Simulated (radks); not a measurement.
The numbers below are computed, except where a source is named.
Initial-state core-level shifts of neutral neodymium when its valence configuration changes from [Xe] 4f4 6s2. Level of theory: scalar-relativistic Kohn-Sham, PBE, spin-polarised, spherical densities, point nucleus; open shells are filled with parallel spins first (spin-orbit coupling, left out, can overturn this in heavy ions) (a radial shooting solver on a logarithmic mesh with Libxc functionals). Shifts are changes of the shell-averaged eigenvalues in eV (positive: less bound).

| valence | 1s | 3p | 4d | 5s |
|---|---|---|---|---|
| 4f2 6s2 6p2 | -20.370 | -23.908 | -21.345 | -13.264 |
| 4f4 5d1 6s1 | +1.205 | +1.161 | +1.247 | +1.465 |
| 4f3.5 5d1.5 6s1 | -1.422 | -2.118 | -1.629 | +0.060 |
| 4f3.5 6s2 6p0.5 | -4.428 | -5.117 | -4.711 | -3.170 |
| 4f3 6s2 6p1 | -9.370 | -10.895 | -9.924 | -6.477 |
| 4f4 5d1.5 6s0.5 | +1.597 | +1.550 | +1.664 | +1.952 |
| 4f4 5d1.5 6p0.5 | +1.094 | +1.067 | +1.172 | +1.421 |
| 4f4 6s1 6p1 | -1.050 | -1.051 | -1.047 | -1.036 |
